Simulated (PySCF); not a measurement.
**Assignment exercise: C₈H₁₃FSi**

Mapped SMILES: `[CH3:1][C:2]#[C:3]/[C:4](=[CH:5]\[SiH2:6][CH2:7][F:8])[CH2:9][CH3:10]`. Each H is labelled by its parent atom.

No relativistic terms, a single conformation, gas phase, rapidly exchanging positions averaged. NMR shieldings at PBE0/pcSseg-1/GIAO; geometry: GFN2-xTB; PySCF 2.14.

Referencing at the same level of theory: TMS for 13C (σref 186.93), 1H (σref 31.72).

(1) Assign these signals to the numbered atoms. 13C{1H} NMR (computed): δ 157.3 (C), 132.0 (CH), 104.0 (C), 86.3 (C), 78.8 (CH2), 41.1 (CH2), 17.3 (CH3), 5.7 (CH3).

(2) Assign these signals to the numbered atoms. 1H NMR (300 MHz, computed): δ 6.21 (m, 1H), 5.01 (m, 2H), 4.46 (m, 2H), 2.35 (q, 2H), 2.28 (s, 3H), 1.22 (t, 3H).

Results:

(1) 
| δ (ppm) | atoms | environment | reason |
| --- | --- | --- | --- |
| 157.3 | C4 | fully substituted alkene carbon | an sp2 carbon of a C=C bond |
| 132.0 | C5 | alkene CH | an sp2 carbon of a C=C bond |
| 104.0 | C2 | alkyne carbon | sp carbons lie upfield of alkene carbons because the cylindrical π system leaves one tensor component strongly shielded |
| 86.3 | C3 | alkyne carbon | – |
| 78.8 | C7 | sp3 CH2 bonded to F and Si | the inductive effect lowers its shielding |
| 41.1 | C9 | allylic sp3 CH2 | saturated and bonded to C and H only |
| 17.3 | C10 | methyl carbon | saturated and bonded to C and H only |
| 5.7 | C1 | propargylic methyl carbon | aliphatic region, no heteroatom directly attached |

(2) 
```tsv
δ (ppm)	atoms	environment	reason
6.21	H(C5)	hydrogen on an alkene CH	a vinylic proton, deshielded by the sp2 carbon and the C=C anisotropy
5.01	H(C7)	hydrogen on an sp3 CH2 bonded to F and Si	its carbon carries F, hence the downfield position
4.46	H(Si6)	hydrogen on a silicon bonded to 2 C	–
2.35	H(C9)	hydrogen on an allylic sp3 CH2	allylic position
2.28	H(C1)	hydrogen on a propargylic methyl carbon	–
1.22	H(C10)	hydrogen on a methyl carbon	–
```

H(C9) and H(C1) lie closer than the usual error of such a calculation, so a measured spectrum could show them in the other order.

Splittings by 19F in the carbon and heteronuclear signals aren't shown, as no couplings were computed. Shifts are as computed. Against solution values, carbons near 30 ppm lie about +3 ppm off and those near 130 ppm about +5 ppm. Of 1309 compounds with measured shifts, 239 miss one by over three times the rms of a fit or turn the order of signals round; such compounds aren't used in these exercises. Multiplicities follow the n + 1 count of equivalent neighbours, as no J values were calculated; m marks all less simple cases, F and P coupling included.
